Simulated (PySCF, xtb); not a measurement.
Be(SiH3)(OSiH3) (BeH6OSi2), SMILES [SiH3][Be][O][SiH3].

GFN2-xTB (xtb 6.7.1) at its own geometry gives an orbital gap of 4.01 eV and a dipole moment of 3.05 D.

Coordinates come from a ωB97X-D3(BJ)/def2-SVP optimisation. Other conformers were not sampled.

### Question
What does PySCF with M06-2X/def2-TZVP give? (An estimate is asked for; the answer gives what the named calculation found.)

### Answer
gap 9.08 eV (levels -9.08 and 0.01 eV), dipole 0.91 D.
